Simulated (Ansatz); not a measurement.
`C=CCC[SiH3]` + H₂S → `C=CCCS` + SiH₄  (substitution at a C–Si bond)

Isolated molecules relaxed with PBE0-D4/def2-TZVP in Ansatz; ΔE leaves out vibrations. CBS: MP2 limit from def2 TZ/QZ plus the TZ coupled-cluster correction, frozen cores. This one scheme is used for every species. Functionals use def2-TZVPP. B3LYP here is the variant with VWN-RPA as its local correlation; programs differ in this. One conformer a species, not always the lowest.

```tsv
level	ΔE (kJ/mol)	difference from CCSD(T)/CBS
PBE-D4	37.7	-2.4
r2SCAN-D4	40.1	0.0
PBE0-D4	39.5	-0.6
ωB97X-V	38.5	-1.6
ωB97M-V	40.9	0.8
B2PLYP	39.1	-1.0
PBE	37.5	-2.6
r2SCAN	39.7	-0.4
B3LYP	39.0	-1.1
SCS-MP2/def2-TZVPP	38.9	-1.2
CCSD/def2-TZVPP	41.8	1.7
CCSD(T)/def2-TZVPP	40.4	0.3
HF/def2-QZVPP	40.7	0.6
MP2/def2-QZVPP	39.7	-0.4
MP2/CBS(def2)	39.5	-0.6
CCSD/CBS(def2)	41.5	1.4
CCSD(T)/CBS	40.1	0
```

Largest T1 diagnostic among the species: 0.011.
